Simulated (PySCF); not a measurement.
## Atomic charges against the basis set

C4H6BCl.
Geometry (PBE0-D3(BJ)/def2-SVP, Å), atoms numbered from 1 in this order:
```xyz
12
C4H6BCl angstrom
B      0.3878    1.3129   -0.1076
C     -0.3352   -0.0358   -0.5198
C      0.9847   -0.6089   -0.3177
C      2.1571   -0.8103   -0.0555
C     -1.3999   -0.5884    0.4078
Cl    -2.8748    0.4143    0.3111
H      0.9103    1.9907   -0.9558
H      0.4065    1.6180    1.0598
H     -0.6361   -0.0905   -1.5761
H      3.1859   -1.0434    0.1507
H     -1.6903   -1.6145    0.1434
H     -1.0561   -0.5728    1.4506
```

PBE0 throughout (PySCF), one geometry, spherical d and f functions. One conformer (not necessarily the lowest) at the PBE0-D3(BJ)/def2-SVP geometry, without solvent, vibrations or thermal averaging. Atoms taken as equivalent share a column and are averaged. The first 7 of 11 kinds of atom are listed.

Mulliken charges (e):

| basis | functions | B1 | C2 | C3 | C4 | C5 | Cl6 | H7/H8 |
| --- | --- | --- | --- | --- | --- | --- | --- | --- |
| STO-3G | 40 | +0.154 | -0.162 | -0.046 | -0.101 | -0.108 | -0.149 | -0.038 |
| 6-31G | 70 | +0.179 | -0.364 | +0.015 | -0.284 | -0.531 | +0.025 | -0.009 |
| pcSseg-0 | 70 | +0.250 | -0.611 | -0.177 | -0.212 | -0.540 | -0.033 | +0.062 |
| 6-31G* | 100 | +0.063 | -0.320 | +0.122 | -0.325 | -0.448 | -0.050 | +0.011 |
| cc-pVDZ | 118 | +0.025 | -0.065 | +0.193 | -0.247 | -0.057 | -0.122 | -0.003 |
| def2-SVP | 118 | +0.020 | -0.068 | +0.172 | -0.318 | +0.024 | -0.160 | +0.002 |
| aug-cc-pVDZ | 196 | -1.340 | +0.549 | -0.238 | +0.743 | -0.007 | -0.061 | +0.720 |
| 6-311+G(2d,p) | 206 | +0.011 | +0.393 | +0.218 | -0.697 | -0.786 | +0.136 | +0.009 |
| def2-TZVP | 228 | -0.063 | -0.026 | -0.074 | -0.217 | -0.138 | -0.147 | +0.024 |
| cc-pVTZ | 268 | -0.081 | -0.051 | +0.007 | -0.220 | -0.097 | -0.167 | +0.028 |
| IGLO-III | 279 | +0.124 | -0.162 | -0.045 | -0.185 | -0.325 | -0.003 | -0.027 |
| pcSseg-2 | 307 | +0.178 | -0.191 | +0.111 | -0.215 | +0.050 | -0.166 | -0.038 |

IAO charges (e):

| basis | functions | B1 | C2 | C3 | C4 | C5 | Cl6 | H7/H8 |
| --- | --- | --- | --- | --- | --- | --- | --- | --- |
| STO-3G | 40 | +0.056 | -0.259 | -0.035 | -0.112 | -0.248 | -0.069 | +0.008 |
| 6-31G | 70 | +0.009 | -0.253 | -0.010 | -0.180 | -0.244 | -0.110 | +0.021 |
| pcSseg-0 | 70 | +0.005 | -0.261 | -0.011 | -0.165 | -0.246 | -0.102 | +0.022 |
| 6-31G* | 100 | +0.028 | -0.252 | -0.008 | -0.177 | -0.224 | -0.107 | +0.013 |
| cc-pVDZ | 118 | +0.011 | -0.249 | -0.004 | -0.186 | -0.219 | -0.107 | +0.019 |
| def2-SVP | 118 | +0.021 | -0.249 | -0.002 | -0.180 | -0.214 | -0.101 | +0.014 |
| aug-cc-pVDZ | 196 | +0.012 | -0.252 | -0.004 | -0.194 | -0.221 | -0.113 | +0.019 |
| 6-311+G(2d,p) | 206 | +0.014 | -0.254 | -0.004 | -0.194 | -0.226 | -0.108 | +0.019 |
| def2-TZVP | 228 | +0.014 | -0.254 | -0.003 | -0.194 | -0.227 | -0.105 | +0.019 |
| cc-pVTZ | 268 | +0.013 | -0.254 | -0.003 | -0.193 | -0.226 | -0.107 | +0.019 |
| IGLO-III | 279 | +0.013 | -0.255 | -0.003 | -0.196 | -0.230 | -0.103 | +0.019 |
| pcSseg-2 | 307 | +0.015 | -0.255 | -0.003 | -0.194 | -0.227 | -0.107 | +0.018 |

Hirshfeld charges (e):

| basis | functions | B1 | C2 | C3 | C4 | C5 | Cl6 | H7/H8 |
| --- | --- | --- | --- | --- | --- | --- | --- | --- |
| STO-3G | 40 | +0.129 | -0.016 | -0.027 | -0.057 | +0.090 | -0.182 | -0.068 |
| 6-31G | 70 | +0.094 | -0.060 | -0.015 | -0.072 | -0.006 | -0.099 | -0.057 |
| pcSseg-0 | 70 | +0.091 | -0.066 | -0.010 | -0.059 | -0.009 | -0.076 | -0.060 |
| 6-31G* | 100 | +0.096 | -0.061 | -0.015 | -0.072 | -0.003 | -0.105 | -0.058 |
| cc-pVDZ | 118 | +0.094 | -0.075 | -0.011 | -0.065 | -0.017 | -0.074 | -0.059 |
| def2-SVP | 118 | +0.093 | -0.081 | -0.007 | -0.065 | -0.020 | -0.062 | -0.060 |
| aug-cc-pVDZ | 196 | +0.099 | -0.095 | -0.017 | -0.063 | -0.037 | -0.056 | -0.055 |
| 6-311+G(2d,p) | 206 | +0.103 | -0.094 | -0.021 | -0.063 | -0.034 | -0.059 | -0.055 |
| def2-TZVP | 228 | +0.098 | -0.090 | -0.016 | -0.065 | -0.032 | -0.062 | -0.056 |
| cc-pVTZ | 268 | +0.097 | -0.086 | -0.013 | -0.065 | -0.031 | -0.066 | -0.057 |
| IGLO-III | 279 | +0.097 | -0.095 | -0.017 | -0.065 | -0.039 | -0.044 | -0.055 |
| pcSseg-2 | 307 | +0.099 | -0.093 | -0.015 | -0.063 | -0.037 | -0.058 | -0.055 |

ESP-fitted charges (e):

```csv
basis,functions,B1,C2,C3,C4,C5,Cl6,H7/H8
STO-3G,40,+0.042,+0.162,-0.144,-0.122,-0.217,-0.186,-0.043
6-31G,70,+0.038,+0.164,-0.091,-0.283,-0.374,-0.157,-0.040
pcSseg-0,70,+0.095,+0.110,-0.135,-0.266,-0.326,-0.169,-0.047
6-31G*,100,-0.008,+0.278,-0.085,-0.304,-0.520,-0.110,-0.034
cc-pVDZ,118,-0.027,+0.310,-0.100,-0.301,-0.514,-0.099,-0.028
def2-SVP,118,-0.035,+0.280,-0.102,-0.291,-0.485,-0.093,-0.024
aug-cc-pVDZ,196,+0.024,+0.305,-0.082,-0.341,-0.567,-0.099,-0.044
"6-311+G(2d,p)",206,+0.004,+0.336,-0.088,-0.346,-0.603,-0.090,-0.038
def2-TZVP,228,0.000,+0.320,-0.085,-0.341,-0.566,-0.091,-0.038
cc-pVTZ,268,+0.006,+0.309,-0.088,-0.335,-0.539,-0.099,-0.039
IGLO-III,279,0.000,+0.340,-0.079,-0.342,-0.662,-0.063,-0.038
pcSseg-2,307,+0.016,+0.319,-0.101,-0.329,-0.547,-0.104,-0.042
```

Some averages cover members that differ in this geometry, most widely: H7/H8, ESP-fitted in IGLO-III -0.050 to -0.025; H7/H8, ESP-fitted in 6-311+G(2d,p) -0.050 to -0.025 e.

Question: Which scheme is steadiest as the basis changes?

Answer: Largest range over the bases for any column: IAO 0.08 e, Hirshfeld 0.14 e, ESP-fitted 0.44 e, Mulliken 1.59 e. IAO charges move least and Mulliken charges most, counted in e. Without the minimal STO-3G basis the ranges are IAO 0.03, Hirshfeld 0.06, ESP-fitted 0.34, Mulliken 1.59 e.

Question: How much do the charges still move between the two largest bases, IGLO-III and pcSseg-2?

Answer: At most, over all atoms: Mulliken 0.376 e, IAO 0.004 e, Hirshfeld 0.014 e, ESP-fitted 0.115 e.

Question: What do the same runs give for the total energy, the frontier levels and the dipole moment?

Answer: 
```tsv
basis	energy (Eh)	HOMO (eV)	LUMO (eV)	μ (D)
STO-3G	-633.4277	-6.57	1.39	3.02
6-31G	-640.5237	-8.11	-0.97	2.98
pcSseg-0	-639.6806	-8.38	-1.30	2.97
6-31G*	-640.5834	-8.00	-0.92	2.78
cc-pVDZ	-640.6212	-8.11	-1.12	2.55
def2-SVP	-640.3296	-8.15	-1.15	2.45
aug-cc-pVDZ	-640.6326	-8.21	-1.31	2.53
6-311+G(2d,p)	-640.6685	-8.23	-1.31	2.50
def2-TZVP	-640.6836	-8.20	-1.26	2.47
cc-pVTZ	-640.6874	-8.19	-1.24	2.51
IGLO-III	-640.6842	-8.20	-1.28	2.34
pcSseg-2	-640.6938	-8.23	-1.30	2.52
```

The dipole is fixed by the density alone, so its range of 0.68 D shows that the density itself changes with the basis, not only its division among atoms.
